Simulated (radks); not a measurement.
Results of a calculation; reference values are marked as such.
How relativity changes the ionisation of the phosphorus ion P2+ ([Ne] 3s2 3p1) to P3+ ([Ne] 3s2). Spin-unpolarised spherical Kohn-Sham, BLYP, point nucleus unless stated (finite: rms radius 3.1889 fm), a radial shooting solver on a logarithmic mesh with Libxc functionals. A level marked "c x" has the speed of light scaled by that factor and shares open shells by 2j + 1; other Dirac levels either fill j = l - 1/2 first or share by 2j + 1.

level                               E(P2+) (hartree)  E(P3+) (hartree)  IE (eV)   HOMO  <r> HOMO (bohr)
non-rel.                                  -340.16858        -339.07785   29.680     3p            1.975
scalar-rel.                               -341.02571        -339.93535   29.670     3p            1.975
scalar-rel., finite nucleus               -341.02544        -339.93508   29.670     3p            1.975
Dirac, 2j+1 shares                        -341.02632        -339.93595   29.670  3p3/2            1.977
Dirac, low j first                        -341.02830        -339.93595   29.724  3p1/2            1.971
Dirac, 2j+1 shares, finite nucleus        -341.02605        -339.93568   29.670  3p3/2            1.977
Dirac, c x 1.25                           -340.71636        -339.62587   29.674  3p3/2            1.976
Dirac, c x 5                              -340.20270        -339.11198   29.680  3p3/2            1.975
Dirac, c x 10                             -340.17711        -339.08639   29.680  3p3/2            1.975

NIST Atomic Spectra Database: 30.203 eV (measured). The relativistic part of the total energy of P2+ is -0.8575 hartree (Dirac, 2j+1 shares, finite nucleus), 0.25 % of the non-relativistic value. Spin polarisation and multiplet splitting of open shells are left out at every level.

Beside tabulated values, note that spin-unpolarised runs miss the spin-polarisation part of the exchange energy of open shells.
